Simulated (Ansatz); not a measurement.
C5H8O2 (`O=C1CCCCO1`), 15 atoms. Total charge 0; spin multiplicity 1. Hardware: A = 2 threads of an AMD EPYC 7R13 on a shared host and a share of an NVIDIA H100 80 GB; B = 2 threads of an AMD EPYC 7R13 on a shared host. Correlated methods freeze the cores. Open-shell runs search over several starts.

Problem. How many basis functions does each run have, and how long does it take in Ansatz? UHF-CCSD(T)/def2-TZVPP energy of the cation [A]; RKS PBE0-D4/def2-TZVP frequencies [A]; RKS PBE-QIDH (frozen core)/def2-TZVPP energy [A]; RKS BLYP-D4/def2-TZVPP energy [A]; RKS ωB97M-V/def2-SVP energy [B]; RKS r2SCAN-D4/def2-TZVPP energy and forces [A]; UKS B2PLYP (frozen core)/def2-TZVPP energy of the cation [A]; direct RPA on PBE orbitals/def2-TZVPP energy [A]; RHF-MP2/def2-QZVPP energy [A]; RHF-CCSD(T)/def2-TZVPP energy [A]; UKS r2SCAN-D4/def2-TZVPP energy of the cation [A]; RHF-CCSD(T)/def2-SVP energy [A]. (Best estimate.)

Solution. Ansatz gave: Other jobs shared the machine, so times are rough.

```
                                level                       job  functions  wall time  peak host memory (GiB)
                 RHF-CCSD(T)/def2-SVP                energy [A]        138      3.1 s                    0.81
direct RPA on PBE orbitals/def2-TZVPP                energy [A]        329      3.5 s                     1.6
RKS PBE-QIDH (frozen core)/def2-TZVPP                energy [A]        329      3.9 s                     1.6
               RKS BLYP-D4/def2-TZVPP                energy [A]        329        5 s                    0.89
                   RHF-MP2/def2-QZVPP                energy [A]        639      5.5 s                     1.3
             RKS r2SCAN-D4/def2-TZVPP     energy and forces [A]        329      5.5 s                    0.91
  UKS B2PLYP (frozen core)/def2-TZVPP  energy of the cation [A]        329      6.5 s                     1.6
                 RKS ωB97M-V/def2-SVP                energy [B]        138      8.5 s                     0.6
             UKS r2SCAN-D4/def2-TZVPP  energy of the cation [A]        329      9.6 s                       1
               RHF-CCSD(T)/def2-TZVPP                energy [A]        329       12 s                    0.88
               UHF-CCSD(T)/def2-TZVPP  energy of the cation [A]        329       46 s                     1.6
                RKS PBE0-D4/def2-TZVP           frequencies [A]        265    2.1 min                    0.94
```
